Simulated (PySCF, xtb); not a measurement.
GeI2, SMILES [I][Ge][I] (connectivity only; charge and spin as stated), charge +1, multiplicity 2.

Harmonic wavenumbers (cm⁻¹) from GFN2-xTB (xtb 6.7.1) at its own minimum, in rising order: 50, 208, 253.

What does B3LYP-D3(BJ)/def2-SVP run with PySCF give at its own minimum? (The exact figures need the calculation; the answer reports its results.)

64, 201, 264. Paired by order, the mean absolute difference is 11 cm⁻¹ and the zero-point energies are 0.7 and 0.8 kcal/mol.
